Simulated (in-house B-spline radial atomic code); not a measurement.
Excitations of neutral magnesium by several methods

Full response, energies in eV; labels give the largest channel, * marks a mixed state, a dash one above the method's threshold, and an imaginary frequency an unstable closed-shell reference. Computed with an all-electron radial atomic-structure program (B-spline basis): linear response of the closed shell [Ne] 3s2 with each method's own kernel (bare exchange for TDHF, static screening on G0W0 levels for BSE, the adiabatic kernel for functionals); non-relativistic, point nucleus, no spin-orbit coupling, no double excitations, S, P, D and F terms only.

```
           method  3s → 3p 3P  3s → 3p 1P  3s → 4s 3S  α (bohr³)
             TDHF       1.102       4.027       4.320      81.59
   BSE on G0W0@HF       2.903       4.878       5.224      64.55
         LDA VWN5       2.729       4.212           -      71.38
              PBE       2.323       4.150       4.501         74
             PBE0       2.212       4.178       4.671      74.99
  B3LYP (VWN-RPA)       2.611       4.198       4.655      72.29
        CAM-B3LYP           ?           ?           ?          ?
          LC-wPBE       1.912       4.192       4.987      76.95
            wB97X           ?           ?           ?          ?
            HSE06       2.251       4.193       4.697      74.49
        BHandHLYP       2.496       4.202       4.743      73.67
             BLYP       2.661       4.128       4.398      71.93
           PBEsol       2.362       4.155       4.507      73.98
             BP86       2.390       4.186       4.627      73.15
LDA exchange-only       1.890           -           -      77.81
            B97-1       2.571       4.163       4.558      75.28
             RPBE       2.186       4.084       4.425      76.39
             OLYP       2.260       3.959       4.209      78.47
```

Problem. What does wB97X give?

Solution. 3s → 3p 3P: 2.712; 3s → 3p 1P: 4.236; 3s → 4s 3S: 4.961; α: 74.36 (eV, bohr³).

Problem. What does CAM-B3LYP give?

Solution. 3s → 3p 3P: 2.552; 3s → 3p 1P: 4.251; 3s → 4s 3S: 4.852; α: 72.02 (eV, bohr³).

Problem. How do the methods fare for 3s → 3p 3P against experiment?

Solution. The measured term average is 2.714 eV (NIST). Among the methods with a real root, errors run from -1.61 eV (TDHF) to +0.19 eV (BSE on G0W0@HF); wB97X is closest (-0.00 eV).

Problem. How do the methods fare for 3s → 3p 1P against experiment?

Solution. The measured term average is 4.346 eV (NIST). Among the methods with a real root, errors run from -0.39 eV (OLYP) to +0.53 eV (BSE on G0W0@HF); CAM-B3LYP is closest (-0.10 eV).
